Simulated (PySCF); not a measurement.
**A search over the determinants of RbC**

Unrestricted PBE0; basis Rb def2-TZVPP with ECP28, C def2-TZVPP; scalar-relativistic core potentials; PySCF 2.14. Outer shells of the fragments: Rb 5s1; C 2s2 2p2.

Followed along the bond (rough minima from three points):

```json
{"2Ms+1": "4", "unpaired": "σ ↑, π ↑↑", "⟨S²⟩ at the start": "3.75", "R at minimum (Å)": "2.71", "Te (eV)": "0.00"}
{"2Ms+1": "2", "unpaired": "σ ↓, π ↑↑", "⟨S²⟩ at the start": "1.76", "R at minimum (Å)": "2.74", "Te (eV)": "0.67"}
{"2Ms+1": "2", "unpaired": "σ ↑, π ↑↓", "⟨S²⟩ at the start": "1.76", "R at minimum (Å)": "2.72", "Te (eV)": "0.67"}
{"2Ms+1": "2", "unpaired": "π ↑", "⟨S²⟩ at the start": "0.93", "R at minimum (Å)": "none in the scan", "Te (eV)": "≤ 1.52"}
```

Solutions found at the starting distance of 2.770 Å, counted from the lowest of them; the search is not exhaustive and high or unbound solutions are not listed, so other states can lie among these:

```
2Ms+1   unpaired   term  E (eV)  ⟨S²⟩  ⟨Lz²⟩   μ (D)
    4  σ ↑, π ↑↑    ⁴Σ⁻    0.00  3.75   0.00   -9.90
    2  σ ↓, π ↑↑  mixed    0.67  1.76   0.00   -9.33
    2  σ ↑, π ↑↓  mixed    0.67  1.76   2.01   -9.76
    2        π ↑     ²Π    1.60  0.93   1.00   -6.12
    2        σ ↑  mixed    1.84  0.76   2.00   -9.87
    2        π ↑     ²Π    2.00  0.76   1.03  -10.39
    4  σ ↑↑, π ↑     ⁴Π    2.45  3.75   1.00    2.35
    4  σ ↑, π ↑↑  mixed    3.64  3.75   2.00    1.85
    4      π ↑↑↑     ⁴Π    3.73  3.75   1.00    2.14
    4  π ↑↑, δ ↑     ⁴Δ    4.51  3.75   4.00    0.44
```

A term symbol is given only where ⟨S²⟩ and ⟨Lz²⟩ are close to those of a pure state; real π, δ and φ orbitals otherwise mix terms. A positive dipole means Rb(−)C(+).

Spin–orbit coupling is left out.
